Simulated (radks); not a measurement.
Q: K3+, 16 electrons, occupied as [Ne] 3s2 3p4 (the NIST ground configuration). Method: non-relativistic Kohn-Sham, Slater X-alpha with alpha = 0.571, spin-unpolarised, spherical densities, point nucleus; computed with a radial shooting solver on a logarithmic mesh with Libxc functionals. Some entries of the table are withheld. Estimate them.

orbital,occ.,eigenvalue (eV),r(max) (bohr),<r> (bohr)
1s,2,-3513.710,0.05373,0.08190
2s,2,-383.1015,0.3222,0.3929
2p,6,-313.5278,0.2642,(1)
3s,2,(2),1.063,1.222
3p,4,-51.1287,1.116,1.317

A: 
(1) 2p <r> (bohr): 0.3536
(2) 3s eigenvalue (eV): -67.9553
